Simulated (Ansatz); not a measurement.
Input for Ansatz (an electronic-structure program): R-PBE/def2-TZVPPD on C3H4O (a complex). Files ending in .json are basis or fitting sets from the Basis Set Exchange.

Ansatz 0.2 input:
```yaml
crystal:
  periodic: [false, false, false]
  atoms:
    - {symbol: C, position_ang: [0.55286186, 0.37814664, 0.23238373]}
    - {symbol: C, position_ang: [-0.51979850, -0.33351269, -0.08030164]}
    - {symbol: H, position_ang: [0.50620268, 1.45305112, 0.35926049]}
    - {symbol: H, position_ang: [1.52180358, -0.08345295, 0.37739485]}
    - {symbol: H, position_ang: [-0.47307577, -1.40849635, -0.20638181]}
    - {symbol: H, position_ang: [-1.48923763, 0.12873788, -0.22186758]}
    - {symbol: C, position_ang: [0.55812412, -0.01293812, 3.63693498]}
    - {symbol: O, position_ang: [-0.51620997, -0.08133676, 3.96397599]}
basis:
  gaussian:
    orbitals: def2-TZVPPD.json
hamiltonian:
  xc: {name: PBE}
scf: {lower_state_search: off}
```

Program output:

```
WARN ansatz: RAYON_NUM_THREADS=1 ignored (pool sized by the plan → 1); use --threads N
Functional definition: PBE
these checks for a lower state are left out or cut short: stability, starts, cluster_reference, orbital_swaps, neighbouring_geometries, increment
integrals: 0.09 GiB planned
942 factors; their error is unknown
mean field: 0.84 GiB planned
mean field evaluation 1: about -5207.3018 eV, gradient 6.8e1 eV
mean field evaluation 2: about -5187.7565 eV, gradient 1.1e2 eV
mean field evaluation 4: about -5217.1825 eV, gradient 1.2e1 eV
mean field evaluation 8: about -5217.4503 eV, gradient 4.2e-2 eV
mean field evaluation 16: about -5217.4243 eV, gradient 2.8e-5 eV
mean field -5217.42430988 eV, -191.7368068907 hartree, gradient 3.2e-6 eV, S^2 0.000000; 0 other end points of the search recorded, 0 dependent functions left out
reference -5217.42436138 eV, -191.7368087836 hartree; 15, 15 occupied and 204, 204 virtual orbitals, 942 factors
Total energy: -5217.42436138 eV, -191.7368087836 hartree
Checks for a lower state left out: stability, starts, cluster_reference, orbital_swaps, neighbouring_geometries, increment
```

The calculation finished and met its thresholds.

Cost: around 1.7 core-seconds (rough).
